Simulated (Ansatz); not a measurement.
Relaxation of C₂H₈AlNO₂ (14 atoms, charge 0, multiplicity 1), to a largest force component of 0.015 eV/Å in at most 40 steps.

Computed with RKS B3LYP-D4/STO-3G in Ansatz.

```xyz
14
Properties=species:S:1:pos:R:3:forces:R:3
C 0.266 -0.199 2.337 -0.81 3.95 -1.54
Al 1.000 0.105 0.515 1.58 0.20 0.36
C -0.242 0.197 -1.113 7.15 1.34 3.30
N -0.899 -1.035 -1.236 -7.07 -1.89 1.12
O -1.100 1.264 -0.972 -5.97 1.37 0.45
O 0.591 0.395 -2.240 2.87 0.13 -0.77
H 0.644 -1.087 2.774 0.35 -1.34 0.97
H -0.847 -0.209 2.234 0.72 -0.48 0.47
H 0.488 0.724 3.014 -0.16 -1.99 -1.16
H 2.586 0.246 0.363 -1.69 -0.18 0.17
H -0.317 -1.848 -1.293 2.01 -1.55 -0.19
H -1.518 -1.185 -0.346 0.80 0.07 -1.58
H -0.615 2.132 -1.015 1.47 0.38 -0.19
H -0.050 0.473 -2.995 -1.24 -0.02 -1.40
```

Task: Where does it end, and by what steps?

Result: The run converged. The force dipped under the threshold on the way, but the program's further checks kept it going. Limits of this set-up: minimal basis. After 36 steps the energy has fallen by 2.772 eV; H11 moved furthest, 1.42 Å. Joined: Al2–O5.

| step | energy less start (eV) | largest force component (eV/Å) | accepted |
| --- | --- | --- | --- |
| 0 | 0.0000 | 7.146 | yes |
| 2 | -1.5632 | 0.736 | yes |
| 4 | -1.6081 | 0.108 | yes |
| 6 | -1.6181 | 0.075 | yes |
| 8 | -1.6335 | 0.593 | yes |
| 10 | -1.6568 | 1.874 | no |
| 12 | -1.7517 | 0.799 | yes |
| 14 | -2.0025 | 2.022 | yes |
| 16 | -2.6064 | 0.997 | yes |
| 18 | -2.6779 | 1.450 | yes |
| 20 | -2.7490 | 0.216 | yes |
| 22 | -2.7584 | 0.089 | yes |
| 24 | -2.7523 | 0.339 | no |
| 26 | -2.7702 | 0.189 | yes |
| 28 | -2.7716 | 0.025 | yes |
| 30 | -2.7717 | 0.009 | yes |
| 32 | -2.7720 | 0.026 | yes |
| 34 | -2.7721 | 0.024 | yes |
| 36 | -2.7722 | 0.011 | yes |

```xyz
14
Properties=species:S:1:pos:R:3
C 0.356 -0.326 2.173
Al 0.933 0.519 0.554
C 0.129 -0.152 -1.066
N -0.927 -1.167 -1.176
O -0.536 1.226 -0.361
O 0.572 0.283 -2.348
H 1.010 -1.164 2.454
H -0.662 -0.733 2.101
H 0.357 0.367 3.026
H 2.148 1.383 0.429
H -1.179 -1.511 -0.213
H -1.816 -0.733 -1.557
H -0.204 1.958 -0.999
H -0.194 0.020 -2.986
```

The run took 120 s on 1 thread of Arm Neoverse V2 (shared host), peak memory 0.15 GiB.
